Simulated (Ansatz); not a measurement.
A nudged elastic band was laid between two geometries of ClH$_{4}$OSbSi (8 atoms, charge 0, multiplicity 1).

Computed with RKS CAM-B3LYP/def2-SVP (Ansatz 0.2.0).

```json
{"movable images": "7", "climbing image": "yes", "spring": "5.0 eV/Å²", "optimiser": "quadratic models (default)", "start path": "IDPP", "force threshold": "0.03 eV/Å", "iteration limit": "60", "end points": "relaxed"}
```

Image 0:

```xyz
8
Properties=species:S:1:pos:R:3
O -1.529 1.313 -0.379
Sb 0.446 1.438 -0.060
Si 0.620 -1.132 0.083
Cl 0.786 -1.896 -1.844
H -1.784 1.946 -1.062
H 0.322 1.529 1.652
H 1.828 -1.549 0.845
H -0.597 -1.705 0.710
```

Image 8:

```xyz
8
Properties=species:S:1:pos:R:3
O -1.137 1.345 1.073
Sb -0.022 1.383 -0.598
Si 0.274 -1.168 -0.355
Cl 1.715 -1.837 -1.701
H -1.894 1.936 0.974
H 1.467 1.668 0.206
H 0.699 -1.537 1.019
H -1.009 -1.847 -0.673
```

**Question.** What changes between the two ends?

**Answer.** No bond is made or broken. The dihedral O1–Sb2–Si3–H7 goes from -157 to -50°.

**Question.** What energy profile does the band end with?

**Answer.** It converged. The highest image is number 4 of 0 to 8, 3.2 kJ/mol above the first end and 4.7 kJ/mol above the last; the last end lies 1.5 kJ/mol below the first. A vibrational analysis at the climbing image gives one clearly imaginary mode, 44i cm⁻¹: a first-order saddle point.

| image | path coordinate (Å) | energy (kJ/mol) | dihedral O1–Sb2–Si3–H7 (°) |
| --- | --- | --- | --- |
| 0 | 0.00 | 0.0 | -157 |
| 1 | 0.47 | 0.5 | -145 |
| 2 | 0.93 | 1.8 | -131 |
| 3 | 1.40 | 2.9 | -117 |
| 4 | 1.87 | 3.2 | -103 |
| 5 | 2.34 | 2.4 | -89 |
| 6 | 2.81 | 0.9 | -76 |
| 7 | 3.29 | -0.7 | -62 |
| 8 | 3.76 | -1.5 | -50 |

**Question.** What is the geometry of the highest image?

**Answer.** 
```xyz
8
Properties=species:S:1:pos:R:3
O -1.540 1.397 0.431
Sb 0.280 1.393 -0.409
Si 0.498 -1.182 -0.162
Cl 1.319 -1.954 -1.913
H -2.115 2.002 -0.053
H 1.115 1.639 1.071
H 1.390 -1.587 0.956
H -0.854 -1.765 0.024
```

The run took 2.4 min on 2 threads of Arm Neoverse V1, with other jobs on the host, peak memory 0.28 GiB.
